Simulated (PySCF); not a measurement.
All values below come from PBE-D3(BJ)/def2-TZVP // PBE0-D4/def2-SVP run with PySCF. Gas-phase values, no solvent. One relaxed conformer stands for a flexible species; it need not be the lowest. Delta-SCF ions had no search for a lower state. 

Reference species (SMILES): `Bc1cc(S)cs1` (neutral, multiplicity 1).

| Quantity | Value |
|---|---|
| S1 oscillator strength | 0.017 |
| HOMO | -5.84 eV |
| vertical ionisation energy (Delta-SCF) | 8.54 eV |
| LUMO | -3.07 eV |

Changed species: `Bc1cscc1S`.

Q: Predict the effect on the S1 oscillator strength, HOMO, vertical ionisation energy (Delta-SCF) and LUMO.

A: the S1 oscillator strength is nearly the same; the HOMO rises by 0.46 eV, to -5.38 eV; the vertical ionisation energy (Delta-SCF) drops by 0.46 eV, to 8.08 eV; the LUMO rises by 0.12 eV, to -2.95 eV.
